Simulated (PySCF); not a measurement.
# Excitation energy of Se+ by level of theory

Se+ [Ar] 3d10 4s2 4p3 (4S) → Se+ [Ar] 3d10 4s1 4p4 (4P), as a difference of total energies. All numbers are calculated (PySCF 2.14, scalar relativity by spin-free X2C-1e, in aug-cc-pVQZ-DK (8s7p5d3f2g, 93 functions)). Correlated levels: valence: [Ar] 3d10 frozen. The calculations carry no spin-orbit coupling.

```csv
method,excitation energy (eV),error (eV)
UHF,10.907,+0.384
LDA,11.383,+0.860
PBE,11.244,+0.721
PBE0,11.214,+0.691
r2SCAN,10.945,+0.422
r2SCAN0,10.988,+0.465
TPSSh,11.130,+0.607
LC-wPBE,11.330,+0.807
wB97M-V,11.324,+0.801
MP2 (valence),10.900,+0.377
SCS-MP2 (valence),10.898,+0.375
```

Reference: 10.523 eV (measured; NIST levels, between the centres of gravity of the two terms).

Errors of the correlated levels include the incompleteness of this basis and the frozen core.
